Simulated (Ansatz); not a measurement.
This geometry of C₂H₅NaSi (9 atoms, charge 0, multiplicity 1) is a first-order saddle point.

The calculation used RKS LDA/def2-SVP (Ansatz 0.2.0).

```xyz
9
Properties=species:S:1:pos:R:3
Na -2.432 2.458 1.055
C -1.162 0.896 0.018
C -0.050 0.357 0.564
Si 0.962 -0.927 -0.339
H -1.415 0.510 -1.001
H 0.303 0.662 1.575
H 2.152 -1.413 0.463
H 0.138 -2.146 -0.687
H 1.504 -0.397 -1.648
```

Which two structures does it join? (They come from a converged band through this point; their orientation in space is the band's.)

No bond is made or broken. The dihedral C2–C3–Si4–H8 goes from -120 to 0°. The two ends are copies of one structure, up to a mirror image or an exchange of like atoms.

First end point:

```xyz
9
Properties=species:S:1:pos:R:3
Na -1.996 2.882 0.913
C -0.750 1.266 -0.071
C -0.263 0.181 0.571
Si 0.758 -1.124 -0.279
H -0.485 1.308 -1.157
H -0.459 0.025 1.657
H 2.142 -1.287 0.317
H 0.137 -2.505 -0.219
H 0.917 -0.746 -1.732
```

Last end point:

```xyz
9
Properties=species:S:1:pos:R:3
Na -2.687 1.957 1.440
C -1.342 0.473 0.381
C 0.007 0.543 0.365
Si 1.075 -0.700 -0.520
H -1.759 -0.397 -0.185
H 0.542 1.366 0.893
H 2.035 -1.429 0.398
H 0.183 -1.729 -1.174
H 1.947 -0.084 -1.596
```

How far does it lie above each of them?

0.049 eV above the first and 0.049 eV above the second. This is the barrier of this one path; another mechanism may lie lower.

The run took 74 s on 1 thread of Arm Neoverse V1, with other jobs on the host, peak memory 0.12 GiB.
